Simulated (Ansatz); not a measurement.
```yaml
crystal:
  periodic: [false, false, false]
  atoms:
    - {symbol: F, position_ang: [-1.022720, -1.989825, 0.937641]}
    - {symbol: Ge, position_ang: [-0.147701, -1.090872, -0.264188]}
    - {symbol: O, position_ang: [-0.946541, 0.596624, -0.388060]}
    - {symbol: Si, position_ang: [0.527304, 1.008044, 0.232367]}
    - {symbol: H, position_ang: [-0.368544, -1.867005, -1.567546]}
    - {symbol: H, position_ang: [0.579019, 1.480271, 1.635944]}
    - {symbol: H, position_ang: [1.440381, 1.794764, -0.631859]}
basis:
  gaussian: {orbitals: def2-TZVP, nuclear_model: gaussian}
hamiltonian: {xc: {name: CAM-B3LYP}, dispersion: d4}
scf: {lower_state_search: off}
multiplicity: 3
output: {forces: true}
```

```sh
$ ansatz run in.yaml --threads 2 --pin off --events-out ev --progress --plain --max-ram 4352MiB
```

It prints (some lines left out):

```
Error: YAML parse error: error: line 15 column 1: unknown field `multiplicity`, expected one of crystal, accuracy, basis, kpoints, hamiltonian, magnetization, projection, total_charge, correlation, batch, efield, external_charges, scf, relax, neb, saddle, md, ramp, phonons, dielectric, real_time, elastic, magnetic_configurations, gw, evaluate, workflow, output, checkpoint, execution
13 | hamiltonian: {xc: {name: CAM-B3LYP}, dispersion: d4}
14 | scf: {lower_state_search: off}
15 | multiplicity: 3
16 | output: {forces: true}
```

Q: What is wrong with this run?

A: The input holds a key that doesn't belong there. The program refused the input.
